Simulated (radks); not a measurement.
Values are calculated unless marked as measured or tabulated.
Problem. Successive ionisation energies (eV) of one element, from differences of total energies of ions in their ground configurations, starting at charge 0: 6.821, 12.334, 20.238, 43.201, 73.001, 87.714, 102.91, 118.55, 135.95, 160.99, 178.61. Code: a radial shooting solver on a logarithmic mesh with Libxc functionals. Model: Dirac Kohn-Sham, LDA (Slater exchange, Perdew-Wang correlation), spin-unpolarised, spherical densities, finite nucleus; open shells fill j = l - 1/2 first; Fermi nuclear charge, rms radius 5.1569 fm. Which element is it?

Solution. Gadolinium (Z = 64). The first species listed is Gd in [Xe] 4f7 5d1 6s2, the last Gd10+ in [Kr] 4d10 4f5 5s2 5p1.
